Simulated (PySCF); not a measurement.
Radial density of Zr⁺ (zirconium, charge +1)

revPBE, [Kr] 4d1 5s1 6s1, high-spin 4D determinant (an excited configuration). All numbers are calculated (PySCF 2.14, a scalar-relativistic core potential, in aug-cc-pwCVDZ-PP with ECP28MDF (6s6p5d3f, 70 functions)). This is the valence pseudo-density: the core potential removes the inner electrons and smooths the orbitals near the nucleus.

| r (bohr) | 4πr²ρ (e/bohr) | 4πr²(ρα − ρβ) |
| --- | --- | --- |
| 0.0368 | 1.035e-05 | 0.0000 |
| 0.0620 | 3.117e-05 | 0.0000 |
| 0.104 | 0.0001204 | 0.0000 |
| 0.175 | 0.0008764 | 0.0001 |
| 0.295 | 0.01473 | 0.0015 |
| 0.496 | 0.4570 | 0.0341 |
| 0.834 | 5.569 | 0.3096 |
| 1.40 | 7.040 | 0.5569 |
| 2.36 | 1.470 | 0.7643 |
| 3.97 | 0.3008 | 0.2958 |
| 6.68 | 0.2251 | 0.2251 |
| 11.2 | 0.02366 | 0.0237 |
| 18.9 | 0.0001064 | 0.0001 |

Energies and moments cover only the electrons outside the core potential. The outer electron is Rydberg-like, and this basis confines it to a smaller radius and binds it less than a complete one would.
